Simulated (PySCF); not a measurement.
Compound: C4H6F2O2Si.
Geometry (GFN2-xTB, Å), atoms numbered from 1 in this order:
```
atom  x, y, z in Å
O1    -1.2109   -0.5372    1.6971
C2    -1.6109   -0.3926    0.5789
C3    -0.6954   -0.0531   -0.5700
F4    -1.3998   -0.0926   -1.7584
C5    -0.1598    1.3813   -0.3559
O6     0.9040    1.3520    0.5405
Si7    1.6016   -0.1125    0.7906
C8     0.5212   -0.9718   -0.5576
F9     0.1567   -2.2747   -0.2933
H10   -2.6764   -0.4618    0.3031
H11   -0.9418    2.0381    0.0385
H12    0.1713    1.7714   -1.3255
H13    2.9792   -0.0358    0.3168
H14    1.3834   -0.6192    2.1283
H15    0.9735   -0.9835   -1.5551
```

Definitions: NICS(0) = −σiso at the ring centroid; NICS(1) = −σiso and NICS(1)zz = −σzz at ±1 Å along the ring normal z. Level: GIAO PBE0/pcSseg-1 (PySCF, non-relativistic, gas phase) on the GFN2-xTB geometry, one conformer.

Ring bond lengths (Å), with Mayer bond orders in brackets: C3–C5 1.546 (0.96), C5–O6 1.391 (0.92), O6–Si7 1.641 (0.95), Si7–C8 1.930 (0.85), C8–C3 1.525 (0.94).

Problem. What do the NICS probes read (ppm)?

Solution. 
| ring | type | NICS(0) | NICS(1), two faces | NICS(1)zz, two faces | rms pucker (Å) | centre to ring atoms, mean (Å) |
| --- | --- | --- | --- | --- | --- | --- |
| C3–C5–O6–Si7–C8 | 5-membered ring with O and Si; formal bonds all single | -5.0 | -2.8 / -1.3 | -1.7 / -4.1 | 0.17 | 1.34 |

Problem. What do they say, and how far can they be read as aromaticity?

Solution. 
- C3–C5–O6–Si7–C8: mean NICS(1)zz -2.9 ppm, near zero. C3, C5, Si7, C8 have four or more neighbours; no verdict on aromaticity is drawn.

Problem. List the ring angles and the Hirshfeld charges of the ring atoms.

Solution. 
- C3–C5–O6–Si7–C8: C3 106.4° (+0.072 e), C5 109.5° (+0.003 e), O6 116.2° (-0.232 e), Si7 93.0° (+0.407 e), C8 100.6° (-0.040 e); sum 525.8° against 540° for a flat convex ring.

Hardware: one thread, Arm Neoverse N1 (aarch64), no GPU, on a shared host. Cost: 73 s wall (grids of density and orbitals included), 0.85 GiB resident at most. This is the whole shielding run at PBE0/pcSseg-1, SCF included.
